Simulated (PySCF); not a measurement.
**Potential energy of AlIn along the bond**

Set-up: Al x2c-SVPall, In x2c-SVPall; spin-free X2C with a Gaussian nucleus (PySCF 2.14). Energies in eV from Al + In in their ground configurations at the same level. State: ³Π (triplet), unpaired electrons σ ↑, π ↑.

All columns are PBE. A positive dipole means Al(−)In(+).

| R (Å) | E (eV) | μ (D) | Mulliken charge on Al (basis-dependent) | HOMO (eV) | LUMO (eV) | Mayer bond order | ⟨S²⟩ |
| --- | --- | --- | --- | --- | --- | --- | --- |
| 2.473 | -1.077 | 0.29 | 0.04 | -3.66 | -3.91 | 1.26 | 2.00 |
| 2.587 | -1.314 | 0.36 | 0.03 | -3.69 | -3.77 | 1.24 | 2.00 |
| 2.703 | -1.448 | 0.43 | 0.02 | -3.71 | -3.64 | 1.22 | 2.00 |
| 2.789 | -1.500 | 0.49 | 0.01 | -3.70 | -3.55 | 1.20 | 2.00 |
| 2.875 | -1.520 | 0.55 | 0.00 | -3.63 | -3.47 | 1.18 | 2.00 |
| 2.961 | -1.517 | 0.60 | 0.00 | -3.55 | -3.40 | 1.17 | 2.00 |
| 3.076 | -1.486 | 0.67 | -0.01 | -3.47 | -3.31 | 1.15 | 2.00 |
| 3.220 | -1.420 | 0.75 | -0.02 | -3.37 | -3.21 | 1.12 | 2.00 |
| 3.393 | -1.317 | 0.83 | -0.03 | -3.28 | -3.11 | 1.10 | 2.00 |
| 3.623 | -1.165 | 0.92 | -0.04 | -3.17 | -3.01 | 1.07 | 2.00 |

A fit through these points gives, at Re = 2.903 Å, μ = 0.57 D and dμ/dR = 0.646 D/Å; the reduced mass is 21.85 u.

Problem. How strong is the fundamental in the double-harmonic approximation, I = 42.26·(dμ/dR)²/μred km/mol?

Solution. I = 42.26·(0.646)²/21.85 = 0.807 km/mol at PBE.

Spin–orbit coupling is left out, which matters for elements this heavy, above all for dissociation energies. The state is the lowest determinant that a PBE0 search found; another state may lie lower at other levels.

At some distances an empty level lies below a filled one, because the occupation is held.
